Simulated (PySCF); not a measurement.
MN15 on Al- (aluminium, charge -1), [Ne] 3s2 3p2, high-spin 3P determinant. Computed with PySCF 2.14 in dyall-av3z, with no relativity, point nucleus.

```
cycle= 1 E= -242.372032083762  delta_E= -0.115  |g|=  2.8  |ddm|= 0.54
cycle= 2 E= -242.374535287099  delta_E= -0.0025  |g|= 0.408  |ddm|= 0.205
cycle= 3 E= -242.374671979886  delta_E= -0.000137  |g|= 0.0135  |ddm|= 0.0503
cycle= 4 E= -242.374712394551  delta_E= -4.04e-05  |g|= 0.00555  |ddm|= 0.0217
cycle= 5 E= -242.374724391517  delta_E= -1.2e-05  |g|= 0.000477  |ddm|= 0.00891
cycle= 6 E= -242.374725141636  delta_E= -7.5e-07  |g|= 0.000144  |ddm|= 0.00494
cycle= 7 E= -242.374725182874  delta_E= -4.12e-08  |g|= 4.49e-05  |ddm|= 0.000992
cycle= 8 E= -242.374725186539  delta_E= -3.66e-09  |g|= 6.19e-06  |ddm|= 0.000157
cycle= 9 E= -242.374725186644  delta_E= -1.05e-10  |g|= 1.21e-06  |ddm|= 4.42e-05
converged SCF energy = -242.374725186644  <S^2> = 2.0052699  2S+1 = 3.0035112
```

Highest occupied orbital energy: 0.481 eV; ⟨L²⟩ = 2.01; populations by l: s 6.00, p 8.00, d 0.00, f 0.00.

**Question.** Can this result be used?

**Answer.** With care. The run converged. At MN15 the highest occupied level has a positive energy, so only the finite basis holds that electron; in a semilocal or global hybrid functional this comes from self-interaction and does not mean that the real anion is unbound.
